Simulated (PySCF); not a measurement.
# Excitation energy of Nb⁺ by level of theory

Nb⁺ [Kr] 4d4 (5D) → Nb⁺ [Kr] 4d3 5s1 (5F), as a difference of total energies. Computed with PySCF 2.14 in x2c-TZVPPall, with the spin-free X2C one-electron Hamiltonian (Gaussian nucleus). Correlated levels: valence: [Kr] frozen; valence and next inner shell: [Ar] 3d10 frozen. The calculations carry no spin-orbit coupling.

Problem. Order these methods by the excitation energy they give, lowest first.
A. BLYP
B. PBE0
C. PBE
D. wB97M-V

Solution. A (1500.4 cm⁻¹), C (3160.0 cm⁻¹), B (3387.3 cm⁻¹), D (3912.2 cm⁻¹).

Errors of the correlated levels include the incompleteness of this basis and the frozen core.

The basis was made for the ground configuration and has no added diffuse functions, so the excitation energy can come out too high.

For comparison: 2625.5 cm⁻¹ (measured; NIST levels, between the centres of gravity of the two terms).
